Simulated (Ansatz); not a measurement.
Reaction (isomerisation): `F[CH]1[O][AlH]1` → `O=[CH][AlH][F]`

Gas-phase electronic energies from Ansatz, PBE0-D4/def2-TZVP geometries. CCSD(T)/CBS is the MP2 limit (def2-TZVPP, def2-QZVPP) plus CCSD(T) − MP2 in def2-TZVPP, frozen cores. Functionals use def2-TZVPP. Each species was taken in one conformer, which may not be the lowest.

```csv
level,ΔE (kcal/mol)
PBE-QIDH,-46.1
BHLYP,-50.5
MP2/def2-QZVPP,-48.9
HF/CBS(def2),-57.7
```

Q: What does CCSD(T)/CBS give? (Best estimate.)

A: The calculation gave: -48.6 kcal/mol. The listed levels differ from it by 2.5, -1.9, -0.3, -9.1 kcal/mol.

Largest T1 diagnostic among the species: 0.017.

In def2-TZVPP, CCSD(T) changes the Hartree–Fock value by +8.3 kcal/mol (the triples alone add +1.2 kcal/mol) and MP2 by +8.3 kcal/mol. At CCSD(T), def2-SVP lies −2.9 kcal/mol from the extrapolated value and def2-TZVPP −0.5 kcal/mol. From PBE to PBE0 (25 % exact exchange), in def2-TZVPP and without D4, ΔE moves by −1.5 kcal/mol.
